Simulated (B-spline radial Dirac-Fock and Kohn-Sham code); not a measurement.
## Magnetic form factor of the 3d shell of Tb⁴¹⁺

System: the Tb⁴¹⁺ ion, 1s2 2s2 2p6 3s2 3p6 3d6.

The run's input, task.json:

```json
{"items": [{
  "Z": 65,
  "q": 41,
  "cfg": [[1, 0, 2], [2, 0, 2], [2, 1, 6], [3, 0, 2], [3, 1, 6], [3, 2, 6]],
  "A": 159,
  "rrms": 5.06,
  "do": ["scatter"],
  "s": [0.0, 0.09, 0.1, 0.12, 0.14, 0.17, 0.2, 0.23, 0.28, 0.32, 0.38, 0.45, 0.52, 0.61, 0.72, 0.85, 1.0, 1.17, 1.37, 1.61, 1.9, 2.23, 2.62],
  "pz": [0, 0.1, 0.2, 0.3, 0.4, 0.5, 0.6, 0.8, 1.0, 1.2, 1.4, 1.6, 1.8, 2.0, 2.5, 3.0, 4.0, 5.0, 7.0, 10.0, 15.0, 20.0, 30.0, 40.0, 60.0, 100.0],
  "hv_scatter": [2000, 5000, 8047.8, 10000, 17479.3, 20000, 30000, 100000]
}]}
```

Command: `python xray_run.py task.json out`

Method: configuration-average Dirac-Fock orbitals. Computed with a radial finite-basis atomic code. ⟨j_K⟩ is the integral of the 3d radial density with the spherical Bessel function j_K(4πsr), s = sin θ/λ.

```
s (Å⁻¹)    ⟨j0⟩    ⟨j2⟩    ⟨j4⟩
      0  1.0000  0.0000  0.0000
   0.09  0.9972  0.0011  0.0000
    0.1  0.9965  0.0014  0.0000
   0.12  0.9950  0.0020  0.0000
   0.14  0.9932  0.0027  0.0000
   0.17  0.9900  0.0040  0.0000
    0.2  0.9861  0.0055  0.0000
   0.23  0.9817  0.0073  0.0000
   0.28  0.9730  0.0107  0.0000
   0.32  0.9649  0.0139  0.0001
   0.38  0.9508  0.0195  0.0002
   0.45  0.9317  0.0269  0.0003
   0.52  0.9099  0.0353  0.0005
   0.61  0.8782  0.0474  0.0010
   0.72  0.8345  0.0636  0.0019
   0.85  0.7772  0.0843  0.0035
      1  0.7054  0.1091  0.0062
   1.17  0.6201  0.1366  0.0107
   1.37  0.5189  0.1662  0.0179
```

Radial moments of the shell: ⟨r²⟩ = 0.04741, ⟨r⁴⟩ = 0.003806, ⟨r⁶⟩ = 0.0004648 in powers of bohr.
